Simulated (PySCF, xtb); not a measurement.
HgCl, SMILES [Hg+][Cl], charge +1.

xtb with GFN2-xTB at its own geometry gives an orbital gap of 2.20 eV.

Geometry: B3LYP-D3(BJ)/def2-TZVPD. The multiplicity is an assumed one; other spin states were not compared. The def2 effective core potentials stand for the cores of Hg; spin–orbit coupling is left out.

Q: What does PBE/def2-TZVPD run with PySCF give? (An estimate is asked for; the answer gives what the named calculation found.)

A: gap 1.32 eV (levels -13.85 and -12.53 eV).
